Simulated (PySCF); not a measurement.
C4H5FO, SMILES O1C=C(CC1)F. Atoms are numbered in the order given.

```xyz
11

F      0.0179     2.0956     0.0000
C     -0.0357     0.7690     0.0000
C     -1.1302     0.0069     0.0000
O     -0.8623    -1.3229     0.0000
C      0.5647    -1.4803     0.0000
C      1.1979    -0.0742     0.0000
H     -2.1804     0.2951     0.0000
H      0.8424    -2.0647     0.8906
H      0.8424    -2.0647    -0.8906
H      1.8263     0.1145     0.8870
H      1.8263     0.1145    -0.8870
```

The structure is a stationary point at PBE0-D3(BJ)/def2-SVP. A frequency run showed that this geometry is not a minimum. Other conformers were not sampled.

These are PBE0-D3(BJ)/def2-SVP (PySCF) values and carry that method's errors.

No scaling factor is applied to the harmonic values.

| mode | ν (cm⁻¹) | IR (km/mol) | moving atoms (share of kinetic energy) |
|---|---|---|---|
| 1 | 100i | 0.5 | H 50 %, C 33 %, O 13 % |
| 2 | 319 | 1.3 | C 54 %, F 24 %, O 18 % |
| 3 | 394 | 7.5 | C 43 %, F 41 %, H 13 % |
| 4 | 427 | 15.0 | C 54 %, H 36 %, O 9 % |
| 5 | 608 | 6.1 | F 44 %, C 41 % |
| 6 | 756 | 3.5 | O 55 %, C 34 % |
| 7 | 834 | 0.2 | H 84 %, C 14 % |
| 8 | 865 | 25.2 | H 70 %, C 29 % |
| 9 | 938 | 16.4 | C 78 %, H 12 % |
| 10 | 966 | 24.3 | C 56 %, H 34 %, O 10 % |
| 11 | 1021 | 28.1 | C 56 %, H 35 %, O 9 % |
| 12 | 1068 | 0.0 | H 60 %, C 39 % |
| 13 | 1191 | 113.8 | C 42 %, O 37 %, H 22 % |
| 14 | 1191 | 2.5 | H 80 %, C 18 % |
| 15 | 1246 | 0.1 | H 95 % |
| 16 | 1256 | 21.3 | H 51 %, C 40 %, F 8 % |
| 17 | 1268 | 26.9 | H 70 %, C 25 % |
| 18 | 1388 | 182.3 | C 64 %, H 21 %, F 8 % |
| 19 | 1413 | 4.5 | C 47 %, H 46 % |
| 20 | 1470 | 1.6 | H 89 %, C 11 % |
| 21 | 1499 | 4.8 | H 90 %, C 9 % |
| 22 | 1804 | 6.3 | C 92 % |
| 23 | 3052 | 30.6 | H 95 % |
| 24 | 3082 | 37.6 | H 95 % |
| 25 | 3096 | 4.9 | H 90 %, C 10 % |
| 26 | 3138 | 22.7 | H 90 %, C 10 % |
| 27 | 3281 | 3.9 | H 91 %, C 9 % |
